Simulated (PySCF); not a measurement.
Electronic structure of Ni (nickel, neutral) at the LDA level

Configuration: [Ar] 3d8 4s2, high-spin 3F determinant. All numbers are calculated (PySCF 2.14, the spin-free X2C one-electron Hamiltonian (Gaussian nucleus), in aug-cc-pwCVTZ-DK (10s9p7d4f3g, 127 functions)).

| Property | Result |
| --- | --- |
| Total energy | -1517.802 hartree |
| One-electron energy | -2107.857 hartree |
| Hartree (Coulomb) energy | 651.036 hartree |
| Exchange-correlation energy | -60.981 hartree |
| ⟨S²⟩ | 2.0029 |
| ⟨L²⟩ | 12.007 |
| Sum of ⟨r⟩ | 21.71 bohr |
| Sum of ⟨r²⟩ | 35.36 bohr² |
| Langevin diamagnetic susceptibility | -28.0 ×10⁻⁶ cm³/mol |

| shell | electrons | mean orbital energy (eV) | spread (eV) | rms radius, mean of both spins (bohr) |
| --- | --- | --- | --- | --- |
| 1s α | 1 | -8186.4 | 0 | 0.0625 |
| 1s β | 1 | -8186.3 | 0 | 0.0625 |
| 2s α | 1 | -979.37 | 0 | 0.267 |
| 2s β | 1 | -978.18 | 0 | 0.267 |
| 2p α | 3 | -843.79 | 0 | 0.239 |
| 2p β | 3 | -842.87 | 0 | 0.239 |
| 3s α | 1 | -111.39 | 0 | 0.798 |
| 3s β | 1 | -109.13 | 0 | 0.798 |
| 3p α | 3 | -72.170 | 0 | 0.848 |
| 3p β | 3 | -69.966 | 0 | 0.848 |
| 3d α | 5 | -9.998 | 1.014 | 1.18 |
| 3d β | 3 | -8.230 | 0 | 1.18 |
| 4s α | 1 | -6.024 | 0 | 3.02 |
| 4s β | 1 | -5.662 | 0 | 3.02 |

Densities and radii are taken from the X2C orbitals without a picture-change correction, which distorts them close to the nucleus.
